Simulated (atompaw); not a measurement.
**Before and after: PAW (atompaw) potential for F (Z = 9)**

atompaw 4.2.0.5 input, output lines left out:

```
F 9
GGA-PBE loggrid 1500 logderivrange -7 5 301
2 2 0 0 0 0
2 1 3
0 0 0
c
v
v
2
0.95 0.95 0.85 0.80
y
-3.75
n
y
-3.2
n
y
-0.2
y
1.55
n
custom rrkj gramschmidtortho besselshape
3 -0.5 ultrasoft
0.95
0.95
0.95
0.95
0.95
0.95
```

All-electron outer shells of the reference configuration (PBE, non-relativistic, ld1.x):

```json
{"shell": "2s", "level (eV)": "-67.89", "outermost node (bohr)": "0.24", "outermost maximum (bohr)": "0.73"}
{"shell": "2p", "level (eV)": "-49.01", "outermost node (bohr)": "–", "outermost maximum (bohr)": "0.66"}
```

Change: all radii scaled by about 0.78 (s 0.74, p 0.74, d 0.74 bohr); local potential ultrasoft scheme with l = 3 at -0.5 Ry, radius 0.66 bohr; augmentation besselshape compensation charge, radius 0.74 bohr; PAW radius 0.74 bohr; waves and projectors: custom rrkj gramschmidtortho; core correction smooth core density matched at 0.62 bohr.

Cutoffs: the cutoffs (Ry, on a coarse ladder) from which the occupation-weighted sum of valence levels, in a spherical-Bessel basis at the reference potential, stays within 10 and 1 mRy of its value at 400 Ry; they do not see the model core or the augmentation charge, which bear on the density cutoff.

Task: What does the change do?

Result: The potential gets harder (80 Ry and 140 Ry → 120 Ry and 200 Ry); neither file shows a bound ghost. A smaller radius makes the pseudo-wave follow the all-electron one further in, where it bends more sharply, so more plane waves are needed.

```tsv
quantity	base	changed
cutoff, loose	80 Ry	120 Ry
cutoff, tight	140 Ry	200 Ry
loose cutoff by channel (10 mRy a level)	s 30 Ry, p 70 Ry	s 35 Ry, p 110 Ry
bound ghosts	none	none
lowest overlap eigenvalue by channel	s 0.56, p 0.97, d 0.94	s 0.53, p 0.97, d 0.90
```

 The cutoffs see the waves, projectors and local potential, not the compensation charge or the core.
